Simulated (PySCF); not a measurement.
W(Cl)5, Cl5W, SMILES [W]([Cl])([Cl])([Cl])([Cl])[Cl], doublet (B3LYP/def2-SVP optimised geometry):

```
6

W     -1.139    -0.001     0.000
Cl     1.139    -0.001     0.000
Cl    -1.113     2.339     0.000
Cl    -1.113    -2.339     0.087
Cl    -2.121     0.037     2.054
Cl    -2.354    -0.036    -1.908
```

Computed with unrestricted B3LYP/def2-TZVP, def2 effective core potentials past Kr run with PySCF 2.14.0.

Problem. What are the frontier orbital energies (α orbitals alone; a β orbital can be the lowest empty one) and the dipole moment?

Solution. HOMO-2 -8.92 eV, HOMO-1 -8.91 eV, HOMO -6.89 eV, LUMO -5.01 eV, LUMO+1 -4.21 eV; dipole moment 0.64 D.

On the same geometry unrestricted PBE/def2-TZVP, def2 effective core potentials past Kr (PySCF) gives HOMO-2 -7.84 eV, HOMO-1 -7.74 eV, HOMO -5.53 eV, LUMO -5.41 eV, LUMO+1 -4.63 eV; dipole moment 0.60 D.
